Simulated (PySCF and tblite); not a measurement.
Results of a calculation; reference values are marked as such.
System: 2,3-difluorophenol, C6H4F2O, numbered as in [OH:1][c:2]1[cH:3][cH:4][cH:5][c:6]([F:7])[c:8]1[F:9].

For the rotation about the C2–O1 bond (torsion C3–C2–O1–H from -180° to 0°, rising): electronic barrier 6.26 kcal/mol, zero-point change -0.80 kcal/mol, thermal and entropy terms at 250 K a further 0.01 kcal/mol (symmetry numbers apart). The minimum is Cs, the saddle C1. Geometries: GFN2-xTB; energies: PBE/pcSseg-1 + D3(BJ); zero-point and thermal terms from GFN2-xTB harmonic modes (soft modes blended into free rotors). Rate constants are transition-state-theory values, counting equivalent paths, without tunnelling. (PySCF 2.14 with density fitting, tblite 0.8.)

(1) How many equivalent paths lead out of the minimum?

(2) Work out the rate at 250 K.

Results:

(1) 2: the symmetry number of the minimum is 1, that of the saddle displaced along its mode 1, and the displaced saddle is chiral while the minimum is not, which doubles the count.

(2) ΔG‡ = 5.47 kcal/mol; k_B T/h = 5.2×10¹² s⁻¹; exp(−ΔG‡/RT) = 1.7×10⁻⁵; times 2 gives k = 1.7×10⁸ s⁻¹. Wigner's tunnelling factor for the 449i cm⁻¹ mode would be 1.28.
